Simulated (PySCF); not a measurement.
C₅H₁₂SSi.
SMILES with atom numbers: `[CH3:1][CH2:2][S:3][C@@H:4]1[CH2:5][Si@H:6]1[CH3:7]`

Probes without a nucleus sit at each ring's centroid and 1 Å off its mean plane on both sides; NICS is minus the shielding there, NICSzz its component along the normal. Level: GIAO PBE0/pcSseg-1 (PySCF, non-relativistic, gas phase) on the GFN2-xTB geometry, one conformer.

Ring bond lengths (Å), with Mayer bond orders in brackets: C4–C5 1.538 (0.85), C5–Si6 1.885 (0.96), Si6–C4 1.894 (0.87).

What do the NICS probes read (ppm)?

```tsv
ring	type	NICS(0)	NICS(1), two faces	NICS(1)zz, two faces	rms pucker (Å)	centre to ring atoms, mean (Å)
C4–C5–Si6	3-membered ring with Si; formal bonds all single	-25.9	-7.9 / -7.5	-14.7 / -13.9	0.00	1.02
```

What can be read from them?

- C4–C5–Si6: mean NICS(1)zz -14.3 ppm, shielded. C4, C5, Si6 have four or more neighbours, and the NICS criterion for π rings isn't applied. NICS(0) lies 18 ppm below the mean NICS(1).

List the ring angles and the Hirshfeld charges of the ring atoms.

- C4–C5–Si6: C4 65.7° (-0.135 e), C5 66.3° (-0.182 e), Si6 48.0° (+0.343 e); sum 180.0° against 180° for a flat convex ring.

What are the shieldings of the ring atoms and their hydrogens in the same run (means over atoms taken as equivalent)?

```tsv
atoms	environment	σ isotropic (ppm)	principal values of the symmetric part, first atom (ppm)
C4	sp3 carbon bound to sulfur	164.2	135.4, 147.8, 209.6
C5	sp3 carbon bound to silicon	171.7	133.9, 175.6, 205.4
Si6	SiH silicon	470.4	350.9, 360.6, 699.6
H on C4	methine hydrogen	30.01	23.7, 29.3, 37.0
H on C5	methylene hydrogen	31.05	26.0, 29.1, 38.0
H on C5	methylene hydrogen	30.46	26.2, 26.6, 38.6
H on Si6	Si–H hydrogen	28.64	22.4, 27.6, 35.9
```

Conformer computed: `[CH3:1][CH2:2][S:3][C@@H:4]1[CH2:5][Si@H:6]1[CH3:7]`: C1–C2–S3–C4 75°, C2–S3–C4–C5 -86°.
